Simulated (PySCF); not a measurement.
A thermochemical cycle for KSn

r²SCAN in PySCF with def2-SVP on every atom (core potentials on Sn), for the lowest determinant that a PBE0 search found; no spin–orbit coupling. KSn, a quartet (σ ↑, π ↑↑), has De = 1.48 eV to neutral atoms, and KSn⁺, a triplet (σ ↑, π ↑), has De = 0.32 eV to K⁺ + Sn.

The adiabatic ionisation energy of KSn, between the minima, is 5.39 eV.

Task: Which ionisation energy of the K atom does this level give?

Result: IE(K) = IE(molecule) + De(ion) − De(neutral) = 5.39 + 0.32 − 1.48 = 4.23 eV; the measured value is 4.341 eV (NIST ASD).

Weak bonds: KSn⁺. Basis-set superposition, not corrected here, can be much of De in a small basis, most of all at correlated wavefunction levels. These are scalar-relativistic numbers at best; spin–orbit coupling would shift them, the dissociation energy most. For an ion De counts to the pair picked by the measured ionisation energies or electron affinities, which need not be the lowest pair at this level. States were picked by a PBE0 search and need not be the measured ground states.
